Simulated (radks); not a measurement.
Values are calculated unless marked as measured or tabulated.
Hf, 72 electrons, occupied as [Xe] 4f14 5d2 6s2.

Code: a radial shooting solver on a logarithmic mesh with Libxc functionals. Model: non-relativistic Kohn-Sham, Tao-Mo meta-GGA, spin-unpolarised, spherical densities, point nucleus; meta-GGA in the generalised Kohn-Sham scheme; relativity is left out, which matters for an element this heavy.

Energy parts (eV):
| part | energy |
|---|---|
| total | -389760.39 |
| kinetic | 389658.22 |
| electron-nucleus | -928213.31 |
| Hartree | 156726.74 |
| exchange-correlation | -7932.02 |

Orbitals (lengths in bohr, moments of r in powers of bohr; r(90%) holds 90 % of the orbital's charge):
orbital,occ.,eigenvalue (eV),<r^2>,<r^4>,r(90%)
1s,2,-60236.94,0.0005914,8.821e-07,0.0374
2s,2,-9834.053,0.009286,0.0001449,0.136
2p,6,-9407.854,0.006880,0.00009153,0.122
3s,2,-2221.942,0.05851,0.005105,0.331
3p,6,-2026.897,0.05428,0.004585,0.323
3d,10,-1666.288,0.04242,0.003152,0.295
4s,2,-434.7671,0.2906,0.1225,0.728
4p,6,-354.3716,0.3031,0.1371,0.750
4d,10,-209.3048,0.3348,0.1819,0.806
4f,14,-23.3308,0.5437,0.7625,1.10
5s,2,-55.9497,1.736,4.481,1.79
5p,6,-33.9626,2.195,7.540,2.04
5d,2,-3.6334,6.806,102.7,3.85
6s,2,-4.3623,16.36,422.7,5.59

The highest occupied level is 5d at -3.633 eV. Virial ratio -V/T = 2.00026. For comparison, the ionisation energy in NIST's Atomic Spectra Database is 6.825 eV (measured). In exact Kohn-Sham theory the highest level is minus the ionisation energy, but local and semilocal functionals leave it too shallow, through self-interaction and a potential that decays too fast; potentials with the right tail come closer. The density falls to 0.001 e/bohr^3 at r = 5.13 bohr.

Beside tabulated values, note that spin-unpolarised runs miss the spin-polarisation part of the exchange energy of open shells.
